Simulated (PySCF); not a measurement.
Bonds: B1-C2 1.523 Å, B1-C5 1.523 Å, B1-C8 1.523 Å, C2-C3 1.219 Å, C5-C6 1.219 Å, C8-C9 1.219 Å. C3 carries H4; C6 carries H7; C9 carries H10.

- coordinates at the PBE0-D3(BJ)/def2-SVP level
- GIAO B3LYP/pcSseg-1 shieldings
- program: PySCF 2.14
- no relativistic terms, averaged over atoms made equivalent by symmetry, fast rotation or ring inversion, no solvent model, single conformer

Chemical shifts δ = σref − σ; 13C (σ = 179.24 ppm) and 1H (σ = 31.38 ppm) against TMS; 11B (σ = 97.83 ppm) against BF3·OEt2, all at this level.

| atoms | nucleus | count | δ (ppm) |
| --- | --- | --- | --- |
| B1 | 11B | 1 | ? |
| C2/C5/C8 | 13C | 3 | ? |
| C3/C6/C9 | 13C | 3 | 115.8 |
| H4/H7/H10 | 1H | 3 | 3.83 |

Task: Complete the table.

Result: 
- C2/C5/C8: 98.1 ppm, carbon bonded to C, B
- B1: 30.0 ppm, boron bonded to 3 C

A carbon bonded to boron is broadened by the quadrupolar boron nucleus and is often missing from a measured spectrum. Shifts are as computed. Against solution values, carbons near 30 ppm lie about +2 ppm off and those near 130 ppm about +6 ppm. Of 1309 compounds with measured shifts, 239 miss one by over three times the rms of a fit or turn the order of signals round; such compounds aren't used in these exercises.
